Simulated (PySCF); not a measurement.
Ligands exchanged one at a time, In F-Cl. Gas-phase values, no solvent. Strings in code marks are SMILES.

The four lowest singlet excitations (Tamm–Dancoff). Method: PySCF with B3LYP-D3(BJ)/def2-TZVP // PBE0-D4/def2-TZVP. B3LYP has the VWN-RPA correlation part, as in Gaussian. Excitations are Tamm–Dancoff values on a coarser integration grid. The basis has no diffuse functions, so Rydberg states are missing or too high.

```
state  energy (eV)  wavelength (nm)  oscillator strength
-----  -----------  ---------------  -------------------
S1            4.94              251                0.014
S2            4.99              249                0.000
S3            5.09              244                0.032
S4            5.29              234                0.019
```

Q: Say which member gives these states.
(A) `[F][In]([F])[F]`
(B) `[F][In]([F])[Cl]`
(C) `[F][In]([Cl])[Cl]`

A: C, `[F][In]([Cl])[Cl]`
